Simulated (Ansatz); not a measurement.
A nudged elastic band was laid between two geometries of CHOSSi (5 atoms, charge -1, multiplicity 1).

Theory: Ansatz 0.2.0, RKS PBE0-D4/def2-SVP.

- movable images: 5
- climbing image: yes
- spring: 0.5 eV/Å²
- optimiser: quadratic models (default)
- start path: through a guess of the saddle point
- force threshold: 0.05 eV/Å
- iteration limit: 60
- end points: relaxed

Initial state:

```xyz
5
Properties=species:S:1:pos:R:3
O 1.012 1.394 0.291
C 0.356 0.232 0.242
Si -0.420 -0.972 -0.675
S -1.314 -2.756 -0.287
H 0.366 2.102 0.429
```

Final state:

```xyz
5
Properties=species:S:1:pos:R:3
O 1.006 1.415 0.193
C 0.323 0.324 -0.165
Si -0.356 -1.178 0.251
S -1.343 -2.659 -0.730
H 0.370 2.098 0.451
```

Problem. What changes between the two ends?

Solution. No bond is made or broken. The dihedral H5–O1–C2–Si3 goes from 92 to -93°. The two ends are copies of one structure, up to a mirror image or an exchange of like atoms.

Problem. Give the energies along the band, and the barrier.

Solution. It converged. The highest image is number 3 of 0 to 6, 0.264 eV above the ends, which have the same energy within 2 meV. Another band between the same ends (5 images) ends at a top of the same energy, where a vibrational analysis finds 1 clearly imaginary mode. Limits of this set-up: an anion without diffuse functions, the dipole of an ion depends on the origin.

```
image  path coordinate (Å)  energy (eV)  dihedral H5–O1–C2–Si3 (°)
    0                 0.00        0.000                         92
    1                 0.22        0.050                        123
    2                 0.44        0.187                        151
    3                 0.67        0.264                        180
    4                 0.89        0.188                       -152
    5                 1.11        0.052                       -124
    6                 1.33        0.000                        -93
```

Problem. What is the geometry of the highest image?

Solution. 
```xyz
5
Properties=species:S:1:pos:R:3
O 0.946 1.470 0.055
C 0.127 0.380 0.099
Si -0.236 -1.148 -0.404
S -1.385 -2.810 -0.408
H 0.549 2.108 0.657
```

The run took 100 s on 1 thread of Arm Neoverse V1, with other jobs on the host, peak memory 0.13 GiB.
